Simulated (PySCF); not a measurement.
## Magnetic susceptibility: `CC[As]1CCCC1`, C₆H₁₃As

Geometry:
```json
{"atom": "C1", "x (Å)": "2.756", "y (Å)": "0.649", "z (Å)": "-0.435"}
{"atom": "C2", "x (Å)": "1.751", "y (Å)": "0.023", "z (Å)": "0.525"}
{"atom": "As3", "x (Å)": "0.414", "y (Å)": "-1.121", "z (Å)": "-0.418"}
{"atom": "C4", "x (Å)": "-0.810", "y (Å)": "-1.362", "z (Å)": "1.134"}
{"atom": "C5", "x (Å)": "-1.704", "y (Å)": "-0.129", "z (Å)": "1.186"}
{"atom": "C6", "x (Å)": "-2.080", "y (Å)": "0.215", "z (Å)": "-0.249"}
{"atom": "C7", "x (Å)": "-0.787", "y (Å)": "0.344", "z (Å)": "-1.047"}
{"atom": "H8", "x (Å)": "3.468", "y (Å)": "1.278", "z (Å)": "0.098"}
{"atom": "H9", "x (Å)": "3.310", "y (Å)": "-0.127", "z (Å)": "-0.963"}
{"atom": "H10", "x (Å)": "2.247", "y (Å)": "1.264", "z (Å)": "-1.177"}
{"atom": "H11", "x (Å)": "1.230", "y (Å)": "0.805", "z (Å)": "1.084"}
{"atom": "H12", "x (Å)": "2.279", "y (Å)": "-0.603", "z (Å)": "1.250"}
{"atom": "H13", "x (Å)": "-1.420", "y (Å)": "-2.255", "z (Å)": "0.971"}
{"atom": "H14", "x (Å)": "-0.254", "y (Å)": "-1.506", "z (Å)": "2.063"}
{"atom": "H15", "x (Å)": "-2.594", "y (Å)": "-0.304", "z (Å)": "1.796"}
{"atom": "H16", "x (Å)": "-1.160", "y (Å)": "0.712", "z (Å)": "1.625"}
{"atom": "H17", "x (Å)": "-2.671", "y (Å)": "1.134", "z (Å)": "-0.296"}
{"atom": "H18", "x (Å)": "-2.686", "y (Å)": "-0.598", "z (Å)": "-0.659"}
{"atom": "H19", "x (Å)": "-0.312", "y (Å)": "1.308", "z (Å)": "-0.849"}
{"atom": "H20", "x (Å)": "-0.981", "y (Å)": "0.284", "z (Å)": "-2.121"}
```

Theory: GIAO KT3/pcSseg-1 magnetisability, rotational g tensor and spin-rotation constants, non-relativistic, gas phase (PySCF 2.14.0). Geometry: GFN2-xTB.

The calculation is non-relativistic, which matters for the atoms heavier than Zn.

**Question.** What are the magnetisability and the molar susceptibility?

**Answer.** Isotropic -1629 × 10⁻³⁰ J/T², or -98.1 × 10⁻⁶ cm³/mol; principal values -1716, -1600, -1573 × 10⁻³⁰ J/T², anisotropy 132 × 10⁻³⁰ J/T² (root of half the summed squared differences of the principal values). The susceptibility is in cgs units.

**Question.** Split it along the inertial axes a, b, c into diamagnetic and paramagnetic parts about the centre of mass, with the quadrupole moment.

**Answer.** 
| axis | χ (10⁻⁶ cm³/mol) | diamagnetic (10⁻⁶ cm³/mol) | paramagnetic (10⁻⁶ cm³/mol) | summed x² of all electrons (Å²) | quadrupole Θ (D Å) |
| --- | --- | --- | --- | --- | --- |
| a | -100.6 | -546.3 | 445.6 | 196.5 | +1.25 |
| b | -96.7 | -1082.6 | 985.9 | 70.1 | -0.10 |
| c | -97.1 | -1131.3 | 1034.2 | 58.6 | -1.15 |

Anisotropies 2χaa − χbb − χcc = -7.5 and 2χbb − χaa − χcc = +4.4 × 10⁻⁶ cm³/mol. Θ is traceless in Buckingham's convention.

**Question.** And the rotational g tensor?

**Answer.** 
```csv
axis,rotational constant (GHz),g,nuclear part,electronic part
a,2.9485,-0.0034,0.6139,-0.6173
b,1.3134,-0.0035,0.6049,-0.6084
c,1.2517,-0.0027,0.6055,-0.6082
```
Asymmetric top; isotopes 75As, 12C, 1H; no vibrational averaging.
